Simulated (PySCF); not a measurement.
SiOBr, SMILES O=[Si]Br, multiplicity 2.

The structure is a stationary point at TPSSh-D3(BJ)/def2-TZVP.

All values below come from PySCF with PBE/def2-TZVPD.

Gas-phase values at a fixed geometry.

Question: Estimate the frontier levels, dipole moment and polarisability. (Estimate from the structure and the level; the computed values follow.)

Answer: 
- α spin, highest occupied and lowest empty level: -6.57 and -3.28 eV
- β spin, highest occupied and lowest empty level: -7.66 and -5.37 eV
- dipole moment: 2.68 D
- quadrupole, principal values (traceless, Buckingham form, about the centre of nuclear charge): -10.43, 4.74, 5.69 D·Å
- mean static polarisability: 55.6 bohr³ (8.25 Å³)
- polarisability, principal values: 42.8, 49.0, 75.1 bohr³
- ⟨S²⟩: 0.754 (pure state 0.75)
